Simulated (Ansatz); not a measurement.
Consider the ligand exchange at a Zn–N bond: `C[NH][ZnH]` + `[OH][GeH3]` → `[ZnH][O][GeH3]` + CH₃NH₂.

Calculated with Ansatz (gas phase, PBE0-D4/def2-TZVP geometries, no zero-point term in ΔE). CCSD(T)/CBS is the MP2 limit (def2-TZVPP, def2-QZVPP) plus CCSD(T) − MP2 in def2-TZVPP, frozen cores. DFT in def2-TZVPP. For Ge, Zn outer-core shells are correlated without core-valence functions, which leaves a few kJ/mol of doubt a bond. Scalar relativity is left out up to krypton.

Is it downhill or uphill in electronic energy at CCSD(T)/CBS, and by how much? (Estimate.)

Computed: Downhill: ΔE = -52.6 kJ/mol.

What do these levels give: revPBE-D4, r2SCANh-D4, revPBE, BLYP, r2SCANh, SCS-MP2/def2-TZVPP? (Best estimate.)

Ansatz gave: revPBE-D4 -43.4, r2SCANh-D4 -50.5, revPBE -45.7, BLYP -48.7, r2SCANh -50.6, SCS-MP2/def2-TZVPP -54.1 kJ/mol.

Largest T1 diagnostic among the species: 0.016.

From BLYP to BHLYP (50 % exact exchange), in def2-TZVPP and without D4, ΔE moves by −6.0 kJ/mol. In def2-TZVPP, CCSD(T) changes the Hartree–Fock value by +11.5 kJ/mol (the triples alone add +1.1 kJ/mol) and MP2 by +12.6 kJ/mol.
